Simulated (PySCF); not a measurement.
H4O4Ti, multiplicity 1.

```xyz
9

Ti     0.0000     0.0000     0.0000
O      0.8498     1.1923    -1.0627
H      0.8637     2.1547    -0.9186
O     -1.1923     0.8498     1.0627
H     -2.1547     0.8637     0.9186
O     -0.8498    -1.1923    -1.0627
H     -0.8637    -2.1547    -0.9186
O      1.1923    -0.8498     1.0627
H      2.1547    -0.8637     0.9186
```
Charge 0, spin multiplicity 1.

Geometry: PBE-D3(BJ)/def2-SVP. The multiplicity is an assumed one; no other spin state was optimised. The isomer is the one that the SMILES or the coordinates give; other isomers of the formula were not compared. Other conformers were not sampled.

Calculation: PBE/pcSseg-1 (PySCF). Non-relativistic, no solvent.

Problem. Give the absolute GIAO shielding of each atom: isotropic value and principal components (ppm). (An estimate is asked for; the answer gives what the named calculation found.)

Solution. 
```json
[
 {"atom": "Ti1", "σ(iso)": "-360.9", "σ11": "-427.9", "σ22": "-327.3", "σ33": "-327.3", "span": "100.6"},
 {"atom": "O2", "σ(iso)": "-12.4", "σ11": "-354.7", "σ22": "34.5", "σ33": "283.1", "span": "637.7"},
 {"atom": "H3", "σ(iso)": "23.1", "σ11": "16.0", "σ22": "25.2", "σ33": "28.2", "span": "12.2"},
 {"atom": "O4", "σ(iso)": "-12.4", "σ11": "-354.7", "σ22": "34.5", "σ33": "283.1", "span": "637.7"},
 {"atom": "H5", "σ(iso)": "23.1", "σ11": "16.0", "σ22": "25.2", "σ33": "28.2", "span": "12.2"},
 {"atom": "O6", "σ(iso)": "-12.4", "σ11": "-354.7", "σ22": "34.5", "σ33": "283.1", "span": "637.7"},
 {"atom": "H7", "σ(iso)": "23.1", "σ11": "16.0", "σ22": "25.2", "σ33": "28.2", "span": "12.2"},
 {"atom": "O8", "σ(iso)": "-12.4", "σ11": "-354.7", "σ22": "34.5", "σ33": "283.1", "span": "637.7"},
 {"atom": "H9", "σ(iso)": "23.1", "σ11": "16.0", "σ22": "25.2", "σ33": "28.2", "span": "12.2"}
]
```
